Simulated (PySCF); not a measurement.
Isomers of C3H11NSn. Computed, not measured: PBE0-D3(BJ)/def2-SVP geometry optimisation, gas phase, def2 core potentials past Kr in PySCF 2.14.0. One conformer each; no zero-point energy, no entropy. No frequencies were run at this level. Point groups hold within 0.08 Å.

Task: Order them by energy at this level, lowest first, and give relative energies in kJ/mol.
A. `[H][Sn]([H])([CH3])[N](C)C` (SnH2Me(NMe2))
B. `[CH3][Sn]([CH3])([CH3])[NH2]` (Sn(NH2)Me3)
C. SnHMe2(NHMe), `[H][Sn]([CH3])([CH3])[NH]C`
D. SnH3(NHiPr), `[SnH3][NH]C(C)C`

Result: B (0.0), C (53.8), D (67.9), A (91.6).

| SMILES | E (Eh) | E rel (kJ/mol) | dipole (D) | point group | A, B, C (MHz) |
| --- | --- | --- | --- | --- | --- |
| [CH3][Sn]([CH3])([CH3])[NH2] | -389.65585 | 0.0 | 1.23 | near Cs | 2519, 2505, 2370 |
| [H][Sn]([CH3])([CH3])[NH]C | -389.63537 | 53.8 | 1.33 | C1 | 3785, 2022, 1533 |
| [H][Sn]([H])([H])[NH]C(C)C | -389.62999 | 67.9 | 0.78 | C1 | 5561, 1285, 1204 |
| [H][Sn]([H])([CH3])[N](C)C | -389.62095 | 91.6 | 1.12 | – | 4251, 1630, 1591 |

Task: As an exercise, what shares would exp(−E/RT) give at 2000 K from these electronic energies alone (no entropy, no degeneracies)?

Result: RT = 16.629 kJ/mol: [CH3][Sn]([CH3])([CH3])[NH2] 94.3 %, [H][Sn]([CH3])([CH3])[NH]C 3.7 %, [H][Sn]([H])([H])[NH]C(C)C 1.6 %, [H][Sn]([H])([CH3])[N](C)C 0.4 %.
